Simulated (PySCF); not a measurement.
## Mo(2+): ionisation energy

Mo(2+) [Kr] 4d4 (5D) → Mo(3+) [Kr] 4d3 (4F), as a difference of total energies. Computed with PySCF 2.14 in x2c-QZVPPall, with the spin-free X2C one-electron Hamiltonian (Gaussian nucleus). Correlated levels: valence: [Kr] frozen. The calculations carry no spin-orbit coupling.

| method | ionisation energy (eV) |
| --- | --- |
| UHF | 26.051 |
| MP2 (valence) | 26.603 |
| SCS-MP2 (valence) | 26.235 |
| CCSD (valence) | 26.666 |
| CCSD(T) (valence) | 26.676 |

Q: How much does correlation contribute at CCSD(T) (valence)?

A: 26.676 − (26.051) = 0.625 eV, measured against UHF.

A first-order spin-orbit estimate (lowest level to lowest level, LS coupling) adds -0.071 eV.

Errors of the correlated levels include the incompleteness of this basis and the frozen core.

For comparison: 27.13 ± 0.12 eV (semi-empirical (NIST evaluation); NIST Atomic Spectra Database, ionization energies).
